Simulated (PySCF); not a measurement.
Isomers of C6H12P2S.

All values: PBE0/pcSseg-1 (PySCF) at GFN2-xTB geometries, gas phase, one conformer each.

(1) Rank by the highest IAO charge on any atom, lowest value first.
A. `[CH3:1][C:2]1=[CH:3][P@@:4]1(=[S:5])[CH2:6][P:7]([CH3:8])[CH3:9]` with C3–P4–C6–P7 -92°, P4–C6–P7–C8 30°
B. `[PH2:1][P:2](=[S:3])([CH:4]1[CH2:5][CH2:6]1)[CH:7]1[CH2:8][CH2:9]1` with H–P1–P2–S3 66° and -26°, P1–P2–C4–C5 -32°, P1–P2–C7–C8 159°
C. `[PH2:1][CH2:2][CH2:3][P@:4]1(=[S:5])[CH:6]=[CH:7][CH2:8][CH2:9]1` with H–P1–C2–C3 75° and 168°, P1–C2–C3–P4 -175°, C2–C3–P4–S5 57°, C3–P4–C6–C7 -99°, C6–C7–C8–C9 -16°, C7–C8–C9–P4 20°, C3–P4–C9–C8 90°

(2) Rank by HOMO–LUMO gap, highest first.
A. `[PH2:1][P:2](=[S:3])([CH:4]1[CH2:5][CH2:6]1)[CH:7]1[CH2:8][CH2:9]1` with H–P1–P2–S3 66° and -26°, P1–P2–C4–C5 -32°, P1–P2–C7–C8 159°
B. `[CH:1]#[C:2][CH2:3][P@@:4]([CH3:5])(=[S:6])[CH2:7][CH2:8][PH2:9]` with C2–C3–P4–C5 -66°, C3–P4–C7–C8 -93°, P4–C7–C8–P9 65°, C7–C8–P9–H 178° and -89°
C. `[PH2:1][CH2:2][CH2:3][P@:4]1(=[S:5])[CH:6]=[CH:7][CH2:8][CH2:9]1` with H–P1–C2–C3 75° and 168°, P1–C2–C3–P4 -175°, C2–C3–P4–S5 57°, C3–P4–C6–C7 -99°, C6–C7–C8–C9 -16°, C7–C8–C9–P4 20°, C3–P4–C9–C8 90°

(3) Rank by the lowest IAO charge on any atom, lowest value first.
A. `[PH2:1][P:2](=[S:3])([CH:4]1[CH2:5][CH2:6]1)[CH:7]1[CH2:8][CH2:9]1` with H–P1–P2–S3 66° and -26°, P1–P2–C4–C5 -32°, P1–P2–C7–C8 159°
B. `[CH3:1][C:2]1=[CH:3][P@@:4]1(=[S:5])[CH2:6][P:7]([CH3:8])[CH3:9]` with C3–P4–C6–P7 -92°, P4–C6–P7–C8 30°
C. `[CH:1]#[C:2][CH2:3][P@@:4]([CH3:5])(=[S:6])[CH2:7][CH2:8][PH2:9]` with C2–C3–P4–C5 -66°, C3–P4–C7–C8 -93°, P4–C7–C8–P9 65°, C7–C8–P9–H 178° and -89°

Answers

(1) B (+0.914 e), A (+1.001 e), C (+1.075 e).

(2) B (6.78 eV), A (5.98 eV), C (5.65 eV).

(3) B (-0.672 e), C (-0.650 e), A (-0.610 e).

All values together:

```tsv
SMILES	μ (D)	HOMO (eV)	LUMO (eV)	lowest IAO charge (e)	highest IAO charge (e)	lowest Hirshfeld charge (e)	highest Hirshfeld charge (e)
CC1=C[P@@]1(=S)CP(C)C	3.79	-6.26	-0.64	-0.672 (C)	+1.001 (P)	-0.295 (S)	+0.293 (P)
C#CC[P@@](C)(=S)CCP	3.72	-6.51	0.27	-0.650 (C)	+1.081 (P)	-0.299 (S)	+0.359 (P)
PP(=S)(C1CC1)C1CC1	3.73	-6.31	-0.33	-0.610 (S)	+0.914 (P)	-0.308 (S)	+0.300 (P)
PCC[P@]1(=S)C=CCC1	4.20	-6.42	-0.77	-0.613 (S)	+1.075 (P)	-0.330 (S)	+0.341 (P)
```

Conformers: `[CH3:1][C:2]1=[CH:3][P@@:4]1(=[S:5])[CH2:6][P:7]([CH3:8])[CH3:9]` with C3–P4–C6–P7 -92°, P4–C6–P7–C8 30°; `[CH:1]#[C:2][CH2:3][P@@:4]([CH3:5])(=[S:6])[CH2:7][CH2:8][PH2:9]` with C2–C3–P4–C5 -66°, C3–P4–C7–C8 -93°, P4–C7–C8–P9 65°, C7–C8–P9–H 178° and -89°; `[PH2:1][P:2](=[S:3])([CH:4]1[CH2:5][CH2:6]1)[CH:7]1[CH2:8][CH2:9]1` with H–P1–P2–S3 66° and -26°, P1–P2–C4–C5 -32°, P1–P2–C7–C8 159°; `[PH2:1][CH2:2][CH2:3][P@:4]1(=[S:5])[CH:6]=[CH:7][CH2:8][CH2:9]1` with H–P1–C2–C3 75° and 168°, P1–C2–C3–P4 -175°, C2–C3–P4–S5 57°, C3–P4–C6–C7 -99°, C6–C7–C8–C9 -16°, C7–C8–C9–P4 20°, C3–P4–C9–C8 90°.
